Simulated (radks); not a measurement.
Values are calculated unless marked as measured or tabulated.
Numerical settings for neutral scandium, [Ar] 3d1 4s2. Code: a radial shooting solver on a logarithmic mesh with Libxc functionals. Model: Dirac Kohn-Sham, LDA (Slater exchange, Perdew-Wang correlation), spin-unpolarised, spherical densities, point nucleus; open shells fill j = l - 1/2 first. The defaults (mesh step 0.008 in ln r, mesh end at 40 bohr or more with all orbitals vanishing there, Anderson mixing 0.5 over 9 steps, residual threshold near 1e-9 with the energy settled to 1e-9 hartree or 1e-11 of itself, here a cap of 94 iterations) give E = -762.3268 hartree and 3d3/2 at -3.439 eV in 13 iterations. Run on one thread of a shared host, so times are rough (Arm Neoverse V2): 0.08 s of CPU time, 0.08 s wall, 13 iterations on 2669 mesh points. One setting is changed at a time: mesh step in ln r 0.02; mesh step in ln r 0.12; mesh step in ln r 0.03; mesh end (bohr) 2; mesh end (bohr) 400; residual threshold 0.001; residual threshold 1e-16; mixing 0.2; linear mixing, mixing 0.5; linear mixing, mixing 1; mixing history 20; iteration cap 3. Which runs fail to converge, and which converge to a wrong energy?

Answer. Not converged within the cap: mesh step in ln r 0.12; residual threshold 1e-16; linear mixing, mixing 1; iteration cap 3. Settled on a wrong energy, with an occupied level pushed above zero by the early mesh end: mesh end (bohr) 2 (+12 hartree). Apart from these: no run marked as converged misses the energy by more than 1 mhartree.
